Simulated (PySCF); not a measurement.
CH5S, SMILES C[SH2+], charge +1. The structure is a stationary point at B3LYP-D3(BJ)/def2-TZVP. The isomer is the one that the SMILES or the coordinates give; other isomers of the formula were not compared.

These are PySCF 2.14.0 with B3LYP-D3(BJ)/def2-TZVP values and carry that method's errors.

Harmonic wavenumbers (cm⁻¹): 239, 633, 750, 779, 1059, 1110, 1205, 1371, 1458, 1460, 2614, 2624, 3069, 3166, 3192. Rotational constants (GHz): 75.37, 12.19, 12.06; symmetry number 1.

Q: Work out the zero-point energy and the ideal-gas rigid-rotor harmonic-oscillator thermochemistry at 298.15 K and 1 atm.

A: ZPE = ½ Σ hcν = ½ × 24729 cm⁻¹ = 147.91 kJ/mol. H − E(el) = 160.23 kJ/mol. Entropy in J/(mol K): translation 157.31, rotation 87.45, vibration 12.15, total 256.91. G − E(el) = 83.63 kJ/mol. Cp = 55.21 J/(mol K).
